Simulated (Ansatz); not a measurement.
Input file for Ansatz (an electronic-structure program): U-CCSD(T)/def2-TZVPP on HI, a point of a bond scan (R = 4.362 Å). Elements past Kr take the def2 small-core potentials; no spin–orbit coupling. The run froze 9 orbitals, filled d shells among them.

Ansatz 0.2 input:
```yaml
crystal:
  periodic: [false, false, false]
  atoms:
    - {symbol: I, position_ang: [-0.00000000, -0.00000000, -0.02991592]}
    - {symbol: H, position_ang: [0.00000000, 0.00000000, 4.33182500]}
basis:
  gaussian:
    orbitals: def2-TZVPP
correlation: {method: ccsd_t, electrons: outside_noble_gas}
scf: {omitted_lower_state_checks: [cluster_reference]}
magnetization: {spin_polarized: true, initial_magnetization: 0}
```

Program output:

```
WARN ansatz: RAYON_NUM_THREADS=1 ignored (pool sized by the plan → 1); use --threads N
Functional definition: HF
these checks for a lower state are left out or cut short: cluster_reference
integrals: 0.05 GiB planned
545 factors; integrals over basis functions are off by at most 4.8e-4 eV
mean field: 0.12 GiB planned
mean field evaluation 1: about -8077.4483 eV, gradient 9.8e0 eV
mean field evaluation 2: about -8077.4483 eV, gradient 9.8e0 eV
mean field evaluation 4: about -8073.4778 eV, gradient 1.9e1 eV
mean field evaluation 8: about -8077.6446 eV, gradient 8.7e0 eV
mean field evaluation 16: about -8081.5416 eV, gradient 1.7e-3 eV
mean field evaluation 32: about -8086.0924 eV, gradient 5.8e-10 eV
mean field evaluation 64: about -8086.0855 eV, gradient 7.0e-1 eV
mean field evaluation 96: about -8086.0924 eV, gradient 7.7e-3 eV
mean field evaluation 128: about -8086.0880 eV, gradient 2.7e-1 eV
mean field -8086.09238341 eV, -297.1584141401 hartree, gradient 2.5e-10 eV, S^2 1.008745; 11 other end points of the search recorded, 0 dependent functions left out
9 core orbitals not correlated
reference -8086.09238341 eV, -297.1584141401 hartree; 4, 4 occupied and 51, 51 virtual orbitals, 545 factors
second order -3.08777000 eV of doubles, -0.00000000 eV of singles
coupled cluster: 0.15 GiB planned
cycle   1  -3.47109570 eV  change   -3.8e-1 eV  update   4.1e-2
cycle   2  -3.58295242 eV  change   -1.1e-1 eV  update   1.3e-2
cycle   3  -3.58773599 eV  change   -4.8e-3 eV  update   2.7e-3
cycle   4  -3.58759319 eV  change    1.4e-4 eV  update   4.7e-4
cycle   5  -3.58751806 eV  change    7.5e-5 eV  update   1.7e-4
cycle   6  -3.58753769 eV  change   -2.0e-5 eV  update   1.0e-4
cycle   7  -3.58755183 eV  change   -1.4e-5 eV  update   9.0e-5
cycle   8  -3.58753611 eV  change    1.6e-5 eV  update   7.7e-5
cycle   9  -3.58754014 eV  change   -4.0e-6 eV  update   5.2e-5
cycle  10  -3.58754769 eV  change   -7.6e-6 eV  update   1.7e-5
cycle  11  -3.58754749 eV  change    2.0e-7 eV  update   5.0e-6
coupled cluster: 0.15 GiB planned
perturbative correction -0.10905388 eV, -0.0040076561 hartree
Total energy: -8089.78898478 eV, -297.2942617348 hartree
Checks for a lower state left out: cluster_reference
```

Self-consistency was reached. Its determinant has ⟨S²⟩ = 1.01, a mixture of spin states.

Cost: very roughly 5 core-seconds.
